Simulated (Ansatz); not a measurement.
Total energies of CHBF4O, SMILES `FBOC(F)(F)F`.

```xyz
8

F    -1.6170   -1.9468   -0.3101
B    -1.0619   -0.7595   -0.3455
O     0.1597   -0.6609    0.2637
C     0.8464    0.5022    0.3036
F     1.9805    0.3029    0.9493
F     1.1290    0.9475   -0.9197
F     0.1621    1.4549    0.9349
H    -1.5987    0.1597   -0.8762
```

The species carries charge 0 and has multiplicity 1. All single points use the PBE0-D4/def2-TZVP geometry. It is one conformer, not always the lowest. Basis def2-TZVPP, the Gaussian-basis code of Ansatz.

RPA on PBE orbitals: Hartree–Fock energy of these orbitals -536.03430 Eh, correlation -2.20145 Eh (frozen core).

```
             functional  energy without D4 (Eh)  D4 term (kJ/mol)
                 revPBE              -538.32098             -47.9
                   BLYP              -538.44552             -30.1
                 r2SCAN              -538.27879              -3.3
                 B97M-V              -538.35619                 –
                   PBE0              -537.97519             -10.9
HSE06 (plane-wave form)              -537.95297             -10.0
              CAM-B3LYP              -538.37238             -10.8
                LC-ωPBE              -538.20557                 –
                ωB97M-V              -538.38341                 –
               PBE-QIDH              -537.91081                 –
```

(1) Give the same for LDA (SPW92), PBE, B3LYP, r2SCANh, r2SCAN0, BHLYP, ωB97X-V, B2PLYP. (An estimate is asked.)

B3LYP takes the VWN-RPA correlation (the form of Gaussian; ORCA's B3LYP/G). HSE06 is the plane-wave form, built on full-range PBE exchange. The double hybrids freeze the cores in their second-order part.

Results:

(1) Ansatz gave: 
```tsv
functional	energy without D4 (Eh)	D4 term (kJ/mol)
LDA (SPW92)	-534.84251	–
PBE	-537.97032	-13.2
B3LYP	-538.51131	-21.1
r2SCANh	-538.24998	-3.4
r2SCAN0	-538.20854	-3.8
BHLYP	-538.30048	-14.2
ωB97X-V	-538.33699	–
B2PLYP	-538.20116	–
```

LC-ωPBE has ω = 0.4 bohr⁻¹.
